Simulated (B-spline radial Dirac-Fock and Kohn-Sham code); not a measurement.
Run log: Mn⁵⁺

ΔSCF core binding energies without Breit or QED terms, calculated with a radial atomic solver. Keys: rel is the Hamiltonian (dirac, or spin-free x2c and nr, where L3 and M5 stand for the whole 2p and 3d shells), method is hf or an exchange,correlation pair (spin-unpolarised, also for the hole states), nuc the nuclear model, radius_factor scales its radius, rmax is the box in bohr, h the logarithmic mesh step, order the B-spline order, points the quadrature points per cell, c_factor scales the speed of light, and damp, ndamp, maxit and tol steer the iteration. The run stops when the commutator error falls below 10·tol·max(1, Z/10), or the numerical noise floor, and the energy has settled to about 1e-8 Ha; the virial ratio is −V/T.

Input (task.json):

```json
{"items": [{"Z": 25, "q": 5, "cfg": [[1, 0, 2], [2, 0, 2], [2, 1, 6], [3, 0, 2], [3, 1, 6], [3, 2, 2]], "A": 55, "rrms": 3.7057, "do": "settings", "holes": ["K", "L3", "M5"],
  "settings": [{"rel": "dirac", "method": "hf", "nuc": "fermi", "radius_factor": 1.0, "rmax": 45.0, "h": 0.3, "order": 8, "points": 2, "c_factor": 1.0, "maxit": 69, "damp": 0.5, "ndamp": 3, "tol": 1e-08}]}]}
```

Command: `python xray2_run.py task.json out`

Ground-state iterations:

```
iter   energy (Ha)        error
   1    -1141.11962727  9.61e-01
   2    -1150.10268669  3.09e-01
   3    -1150.93238640  1.14e-01
   4    -1151.04751222  4.12e-02
   5    -1151.06331127  1.17e-02
   6    -1151.06484852  7.13e-04
   7    -1151.06485161  3.39e-05
   8    -1151.06485163  5.74e-06
   9    -1151.06485163  2.62e-07
```

The ground state converged in 9 iterations, with total energy -1151.06485 Ha, virial ratio 1.98655 and highest orbital energy -94.41 eV. ΔSCF binding energies: K (1s) 6653.2 eV, L3 (2p3/2) 748.9 eV. Holes are computed only in closed shells, and unreliable hole states are left out.

Q: One setting is unsound. Which, and why?

A: points is too small to integrate the splines. With the default settings (Dirac Hartree-Fock): The ground state converged in 10 iterations, with total energy -1151.06969 Ha, virial ratio 1.98655 and highest orbital energy -94.42 eV. ΔSCF binding energies: K (1s) 6653.2 eV, L3 (2p3/2) 748.9 eV. Holes are computed only in closed shells, and unreliable hole states are left out.
